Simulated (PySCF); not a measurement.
(3R,4R)-3,4-difluorocyclobutene (C₄H₄F₂), SMILES C1[C@H]([C@H](F)C=1)F.

Geometry: PBE-D3(BJ)/def2-SVP.

The numbers are results of PBE0/def2-TZVP (PySCF), not measurements.

Symmetry labels are those of the subgroup C2 that the program uses (full group C2).

Computed valence orbital energies around the gap with their symmetry:
```csv
orbital,symmetry,energy (eV)
HOMO−7,A,-13.33
HOMO−6,B,-12.52
HOMO−5,A,-12.37
HOMO−4,B,-11.67
HOMO−3,A,-10.18
HOMO−2,B,-9.45
HOMO−1,A,-9.07
HOMO,B,-8.37
LUMO,A,-0.78
LUMO+1,B,1.73
LUMO+2,A,1.92
LUMO+3,A,2.34
```
